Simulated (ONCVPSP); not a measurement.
**What one change does to a pseudopotential (Fe (Z = 26), ONCV)**

| Quantity | Value |
| --- | --- |
| Element | iron |
| Generator | ONCVPSP 4.0.1 |
| Type | optimised norm-conserving Vanderbilt (ONCV) |
| Functional | PBE |
| Relativity | scalar-relativistic |
| Frozen core | [Ne] |
| Valence charge | 16 |
| Reference configuration | 3s2 3p6 3d6 (charge +2) |
| Partial waves | 3s: rc 1.10 bohr, ncon 4, nbas 8, qcut 14.2 1/bohr, 1 projector; 3p: rc 0.90 bohr, ncon 4, nbas 7, qcut 11 1/bohr, 2 projectors, debl 0.8 Ha; 3d: rc 1.85 bohr, ncon 4, nbas 8, qcut 9.2 1/bohr, 2 projectors, debl 1.2 Ha |
| Local potential | polynomial inside 0.60 bohr (lpopt 5, dvloc0 2 Ha) |
| Core correction | Teter function, fcfact 5.75, rcfact 1.15 |

In the p channel the program set the typed energies aside and used -2.885, 0.250 Ha.

All-electron outer shells of the reference configuration (PBE, scalar-relativistic, ld1.x):

```
shell  level (eV)  outermost node (bohr)  outermost maximum (bohr)
   3s     -112.47                   0.33                      0.70
   3p      -78.51                   0.30                      0.72
   3d      -25.72                      –                      0.71
```

Change: s: qcut 15.5.

Cutoffs: the cutoffs (Ha) at which the residual kinetic energy of the hardest occupied pseudo-wave falls to 1 and 0.1 mHa per electron; they do not see the model core or the augmentation charge, which bear on the density cutoff. Errors are all-electron minus pseudo energies relative to the spin-unpolarised reference configuration.

Question: How do hardness, ghosts and transferability respond?

Answer: The potential gets neither clearly harder nor softer (57 Ha and 98 Ha → 67 Ha and 98 Ha); of the 4 tests that both files solve, the error grows in 0 and shrinks in 3 by more than 15 % and 0.3 meV (median size 276.1 → 184.4 meV); neither file shows a bound ghost.

| quantity | base | changed |
| --- | --- | --- |
| cutoff, loose | 57 Ha | 67 Ha |
| cutoff, tight | 98 Ha | 98 Ha |
| loose cutoff by channel | s 57 Ha, p 47 Ha, d 31 Ha | s 67 Ha, p 47 Ha, d 31 Ha |
| bound ghosts | none | none |
| GHOST(+) flags under 300 eV | s at 86.8 eV | s at 103.9 eV |
| error for 3s2 3p6 3d6 4s2, meV [ΔE -24.93 eV] | +454 | +307 |
| error for 3s2 3p6 3d6 4s1, meV [ΔE -16.20 eV] | +299 | +199 |
| error for 3s2 3p6 3d5, meV [ΔE 34.22 eV] | +152 | +152 |
| error for 3s2 3p6 3d6 4s1 4p1, meV [ΔE -20.83 eV] | +253 | +170 |
| s: phases at 1.12 bohr within 0.05 rad from the reference energy up to (Ha; the scan ends near 5) | 0.0 | 0.5 |
| p: phases at 0.91 bohr within 0.05 rad from the reference energy up to (Ha; the scan ends near 5) | to the end of the scan | to the end of the scan |
| d: phases at 1.88 bohr within 0.05 rad from the reference energy up to (Ha; the scan ends near 5) | 4.3 | 4.3 |
| rms error of d²Exc/dni dnj with the model core, mHa | 1.18 | 1.35 |
